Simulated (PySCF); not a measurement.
C₇H₆ClF.
Atom-mapped SMILES: `[F:1][C:2]1=[CH:3][C@@H:4]2[CH2:5][C@H:6]1[CH:7]=[C:8]2[Cl:9]`

Geometry (GFN2-xTB, Å), atoms numbered from 1 in this order:
```
atom  x, y, z in Å
F1    -2.4048    0.9838    1.0242
C2    -1.3112    0.6091    0.3584
C3    -0.6060    1.2818   -0.5381
C4     0.5522    0.3649   -0.9088
C5    -0.1626   -0.9987   -0.8367
C6    -0.6532   -0.7407    0.6014
C7     0.6813   -0.4228    1.2649
C8     1.3961    0.2346    0.3588
Cl9    2.9547    0.9045    0.4902
H10   -0.7501    2.2729   -0.9172
H11    1.0923    0.6209   -1.8140
H12    0.5157   -1.8467   -0.9133
H13   -0.9703   -1.0989   -1.5598
H14   -1.2676   -1.4895    1.0903
H15    0.9289   -0.6672    2.2780
```

Definitions: NICS(0) = −σiso at the ring centroid; NICS(1) = −σiso and NICS(1)zz = −σzz at ±1 Å along the ring normal z. Level: GIAO PBE0/pcSseg-1 (PySCF, non-relativistic, gas phase) on the GFN2-xTB geometry, one conformer.

Ring bond lengths (Å), with Mayer bond orders in brackets: C2–C3 1.324 (1.81), C3–C4 1.523 (0.94), C4–C5 1.541 (0.95), C5–C6 1.541 (0.95), C6–C2 1.521 (0.97); C4–C5 1.541 (0.95), C5–C6 1.541 (0.95), C6–C7 1.524 (0.95), C7–C8 1.328 (1.75), C8–C4 1.528 (0.92).

Problem. What do the NICS probes read (ppm)?

Solution. 
```tsv
ring	type	NICS(0)	NICS(1), two faces	NICS(1)zz, two faces	rms pucker (Å)	centre to ring atoms, mean (Å)
C2–C3–C4–C5–C6	5-membered carbocycle; formal bonds 1 double, 4 single	-3.1	-2.5 / -2.9	-6.3 / -1.4	0.27	1.22
C4–C5–C6–C7–C8	5-membered carbocycle; formal bonds 1 double, 4 single	-1.9	-3.0 / -3.3	-6.6 / -1.5	0.27	1.23
```

Problem. What can be read from them?

Solution. 
- C2–C3–C4–C5–C6: mean NICS(1)zz -3.9 ppm, shielded. C4, C5, C6 have four or more neighbours, and the NICS criterion for π rings isn't applied. The two faces differ by 4.9 ppm, so no symmetry operation interchanges them.
- C4–C5–C6–C7–C8: mean NICS(1)zz -4.0 ppm, shielded. C4, C5, C6 have four or more neighbours, and the NICS criterion for π rings isn't applied. The two faces differ by 5.1 ppm, so no symmetry operation interchanges them.

Problem. What field does 7.05 T along the ring normal induce along that normal at the second NICS(1) probe listed for ring C2–C3–C4–C5–C6, 1 Å off the ring?

Solution. NICSzz × B0 = -1.4 ppm × 7.05 T = -10 μT, against the applied field.

Problem. How shielded are the nuclei of the rings and their hydrogens (means over atoms taken as equivalent)?

Solution. 
```json
{"atoms": "C2", "environment": "vinylic C–F carbon", "σ isotropic (ppm)": "-9.0"}
{"atoms": "C3", "environment": "alkene CH carbon", "σ isotropic (ppm)": "70.4"}
{"atoms": "C4", "environment": "sp3 carbon at a ring junction", "σ isotropic (ppm)": "129.0"}
{"atoms": "C5", "environment": "ring CH2 carbon", "σ isotropic (ppm)": "108.8"}
{"atoms": "C6", "environment": "sp3 carbon at a ring junction", "σ isotropic (ppm)": "133.0"}
{"atoms": "C7", "environment": "alkene CH carbon", "σ isotropic (ppm)": "45.7"}
{"atoms": "C8", "environment": "vinylic C–Cl carbon", "σ isotropic (ppm)": "17.4"}
{"atoms": "H10", "environment": "vinylic hydrogen", "σ isotropic (ppm)": "25.70"}
{"atoms": "H11", "environment": "methine hydrogen", "σ isotropic (ppm)": "28.73"}
{"atoms": "H12", "environment": "methylene hydrogen", "σ isotropic (ppm)": "29.23"}
{"atoms": "H13", "environment": "methylene hydrogen", "σ isotropic (ppm)": "29.18"}
{"atoms": "H14", "environment": "methine hydrogen", "σ isotropic (ppm)": "28.56"}
{"atoms": "H15", "environment": "vinylic hydrogen", "σ isotropic (ppm)": "24.93"}
```
